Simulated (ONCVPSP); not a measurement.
Potentials for gold compared

Generated with ld1.x 7.5 (TM, RRKJ, ultrasoft, PAW), atompaw 4.2 or ONCVPSP 4.0.1. The cutoff is in Ry: for ld1.x and atompaw files where the sum of valence levels is converged to 10 mRy in a Bessel basis, for ONCV files where the hardest occupied wave has 1 mHa per electron of residual kinetic energy. The error is the largest all-electron minus pseudo excitation energy over each file’s own four to seven test configurations (ionisations up to +4, promotions, holes and added fractions of an electron), all of which were solved. The labels leave out finer settings (local radius, basis sizes, second energies), which also bear on the numbers. Spin-polarised tests are not counted. The rows are a selection from randomly drawn settings: files with unsolved tests, undetermined cutoffs or missed reference levels are left out.

A true bound ghost makes a file unfit for plane-wave use even where its test errors are small: the radial tests pick states by their node count and pass the ghost by.

| potential | cutoff (Ry) | largest error (meV) | bound ghosts |
| --- | --- | --- | --- |
| ONCV, PBE, fully relativistic, rc 1.25/1.65/1.35 (spd), local smoothed, core correction yes, reference 5s2 5p6 5d8, qcut 8/6.7/6.5, projectors 2/1/2 | 62 | +3.4 | none |
| ONCV, revPBE, fully relativistic, rc 1.80/1.45/1.55/0.70 (spdf), local smoothed, core correction yes, reference 4f14 5s2 5p6 5d10 6s1, qcut 8.8/9.2/6.9/22.4, projectors 3/2/2/2 | 481 | -2.2 | s, p3/2, p1/2 |

(1) Fill in the row for Au: ONCV, PBE, scalar-relativistic, rc 1.80/1.10/1.50/0.85 (spdf), local f, core correction yes, reference 4f14 5s2 5p6 5d10 6s0.75, qcut 6.8/9/5.7/19.4, projectors 2/2/3/0.

(2) Fill in the row for Au: ONCV, PBE, non-relativistic, rc 1.55/1.95/1.65/1.75 (spdf), local smoothed, core correction yes, reference 5s2 5p6 5d10, qcut 6/7.2/9.4/5.9, projectors 2/3/2/2.

(3) Fill in the row for Au: ONCV, PBE, fully relativistic, rc 1.10/1.55/1.70 (spd), local smoothed, core correction yes, reference 5s2 5p6 5d8, qcut 6.2/6.8/8.6, projectors 2/1/2.

## Answers

(1) cutoff 347 Ry, largest error -6.9 meV, bound ghosts: s, p.

(2) cutoff 43 Ry, largest error +0.5 meV, bound ghosts: none.

(3) cutoff 374 Ry, largest error -61 meV, bound ghosts: none.
